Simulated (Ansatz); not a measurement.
Gas-phase electronic energies from Ansatz, PBE0-D4/def2-TZVP geometries. CCSD(T)/CBS adds triple-zeta CCSD(T) − MP2 to the extrapolated MP2 energy (def2 sets, frozen cores). DFT in def2-TZVPP. B3LYP here is the variant with VWN-RPA as its local correlation; programs differ in this. One conformer a species, not always the lowest.

`F[Si]1([SiH3])[CH2][AlH]1` + `OC[SiH2]S` → `[SiH3]OC[SiH2]S` + `F[SiH]1[CH2][AlH]1`  (cleavage of the Si–Si bond)

```
             level  ΔE (kcal/mol)  difference from CCSD(T)/CBS
            PBE-D4          -13.4                          5.8
         r2SCAN-D4          -17.6                          1.6
           PBE0-D4          -15.0                          4.2
          B3LYP-D4          -19.3                         -0.1
           ωB97X-V          -18.9                          0.3
           ωB97M-V          -19.8                         -0.6
            B2PLYP          -20.6                         -1.4
               PBE          -13.5                          5.7
            r2SCAN          -17.5                          1.7
              PBE0          -15.1                          4.1
             B3LYP          -19.6                         -0.4
     HF/def2-TZVPP          -25.1                         -5.9
    MP2/def2-TZVPP          -21.1                         -1.9
SCS-MP2/def2-TZVPP          -22.2                         -3.0
   CCSD/def2-TZVPP          -20.3                         -1.1
CCSD(T)/def2-TZVPP          -19.5                         -0.3
     HF/def2-QZVPP          -25.5                         -6.3
    MP2/def2-QZVPP          -21.1                         -1.9
SCS-MP2/def2-QZVPP          -22.2                         -3.0
      HF/CBS(def2)          -25.6                         -6.4
     MP2/CBS(def2)          -20.8                         -1.6
    CCSD/CBS(def2)          -20.0                         -0.8
       CCSD(T)/CBS          -19.2                            0
```

Largest T1 diagnostic among the species: 0.014.

In def2-TZVPP, CCSD(T) changes the Hartree–Fock value by +5.6 kcal/mol (the triples alone add +0.8 kcal/mol) and MP2 by +4.0 kcal/mol. From PBE to PBE0 (25 % exact exchange), in def2-TZVPP and without D4, ΔE moves by −1.6 kcal/mol.
